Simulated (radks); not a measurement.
Task: Ba10+, 46 electrons, occupied as [Kr] 4d10. Calculated with a radial shooting solver on a logarithmic mesh with Libxc functionals: scalar-relativistic Kohn-Sham, PBEsol, spin-polarised, spherical densities, finite nucleus; Fermi nuclear charge, rms radius 4.8378 fm. Some entries of the table are withheld. Estimate them.

orbital,occ.,eigenvalue (hartree),r(max) (bohr)
1s,2,(1),0.01643
2s,2,-221.7339,0.09291
2p,6,-199.4421,0.07463
3s,2,-51.00343,0.2664
3p,6,-43.85385,0.2606
3d,10,(2),0.2150
4s,2,(3),(4)
4p,6,-11.83443,0.6511
4d,10,-8.43577,0.6890

Result: 
(1) 1s eigenvalue (hartree): -1374.011
(2) 3d eigenvalue (hartree): -33.46174
(3) 4s eigenvalue (hartree): -14.16077
(4) 4s r(max) (bohr): 0.6234
